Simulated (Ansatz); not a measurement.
Reaction (formal exchange of groups at the In–O bond): `[SiH3][O][In]([Cl])[O][SiH3]` + `C=C=C(O)Cl` → `[OH][In]([Cl])[O][SiH3]` + `C=C=C(Cl)O[SiH3]`

Computed with Ansatz on PBE0-D4/def2-TZVP structures; ΔE is electronic, products minus reactants. CCSD(T)/CBS is the MP2 limit (def2-TZVPP, def2-QZVPP) plus CCSD(T) − MP2 in def2-TZVPP, frozen cores. DFT in def2-TZVPP. Elements past krypton have def2 core potentials. For In outer-core shells are correlated without core-valence functions, which leaves a few kJ/mol of doubt a bond. Each species was taken in one conformer, which may not be the lowest.

```csv
species,B97M-V energy (Eh)
`[SiH3][O][In]([Cl])[O][SiH3]`,-1383.32530
`C=C=C(O)Cl`,-651.42387
`[OH][In]([Cl])[O][SiH3]`,-1092.65842
`C=C=C(Cl)O[SiH3]`,-942.08476
```

Question: Work out ΔE.

Answer: ΔE = (-1092.65842) + (-942.08476) − (-1383.32530) − (-651.42387) = 0.00599 Eh = +0.16 eV. CCSD(T)/CBS gives +0.17 eV.

Largest T1 diagnostic among the species: 0.015.

In def2-TZVPP, CCSD(T) changes the Hartree–Fock value by −0.12 eV (the triples alone add −0.02 eV) and MP2 by −0.14 eV. Leaving LDA and LC-ωPBE aside and taking each functional with its dispersion term where it has one, the values, not all of them listed here, spread over 0.11 eV, from revPBE-D4 to BHLYP-D4. LDA lies −0.04 eV from PBE without D4. At CCSD(T), def2-SVP lies +0.08 eV from the extrapolated value and def2-TZVPP +0.01 eV.
